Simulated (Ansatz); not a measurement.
`C[Si](C)(Cl)Cl` + CH₃OH → ethanol + `C[SiH](Cl)Cl` at 700 K and 1 bar (formal exchange of groups at a C–Si bond).

Calculated with Ansatz (gas phase, PBE0-D4/def2-TZVP geometries, no zero-point term in ΔE). CCSD(T)/CBS adds triple-zeta CCSD(T) − MP2 to the extrapolated MP2 energy (def2 sets, frozen cores). This one scheme is used for every species. Each species was taken in one conformer, which may not be the lowest.

```tsv
species	CCSD(T)/CBS energy (Eh)	H − E (kJ/mol)	S (J/(mol·K))
`C[Si](C)(Cl)Cl`	-1288.49641	287.5	484.7
CH₃OH	-115.61712	170.8	288.5
`CCO`	-154.88256	262.0	346.5
`C[SiH](Cl)Cl`	-1249.21450	192.8	424.0
```

H − E and S are ideal-gas, rigid-rotor, harmonic terms from PBE0-D4/def2-TZVP, for one conformer and one mirror image of each species. 1 Eh = 2625.50 kJ/mol, R = 8.31446 J/(mol·K).

**Question.** By hand: ΔE, ΔH, ΔS and ΔG.

**Answer.** ΔE = (-154.88256) + (-1249.21450) − (-1288.49641) − (-115.61712) = 0.01647 Eh = 43.2 kJ/mol. Δ(H − E) = 262.0 + 192.8 − 287.5 − 170.8 = -3.5, so ΔH = 39.7 kJ/mol. ΔS = 346.5 + 424.0 − 484.7 − 288.5 = -2.7 J/(mol·K). ΔG = 39.7 − 700 × (-2.7)/1000 = 41.6 kJ/mol.

**Question.** By hand: the equilibrium constant, and the temperature at which ΔG would vanish if ΔH and ΔS stayed fixed.

**Answer.** log₁₀ K = −ΔG/(RT ln 10) = -3.1. ΔH and −TΔS have one sign here, so there is no such temperature. One of them is within its doubt of zero, so this could turn.

The number of gas molecules stays the same, so ΔS is small and ΔH decides. A doubt of 5 kJ/mol in ΔE shifts log₁₀ K by 0.4 here. Other conformers and mirror images would add mixing entropy, several J/(mol·K) or more a flexible species. These are equilibria of isolated gas molecules and say nothing of rates. Largest T1 diagnostic: 0.009 (customary marks: 0.02 for closed shells, 0.045 for open ones).
